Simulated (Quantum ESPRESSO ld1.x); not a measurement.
Question: All-electron atom: Sn19+ in [Ar] 3d10 4s2 4p1. Calculated with ld1.x of Quantum ESPRESSO 7.5: Dirac Kohn-Sham, LDA (Slater exchange, Perdew-Zunger correlation), spin-unpolarised, spherical densities, point nucleus; open shells fill j = l - 1/2 first.

Spin-orbit splittings of the eigenvalues, e(l+1/2) - e(l-1/2), with zeta = 2 splitting/(2l+1) and mean radii in bohr:

shell  occ.  splitting (eV)  zeta (eV)  <r> j=l-1/2  <r> j=l+1/2
2p        6           230.9      153.9       0.1057       0.1111
3p        6           43.37      28.91       0.3257       0.3364
3d       10           9.117      3.647       0.3056       0.3090
4p        1               ?          ?       0.7329       0.7492

Estimate the 4p splitting.

Answer: 11.59 eV (zeta = 7.725 eV).
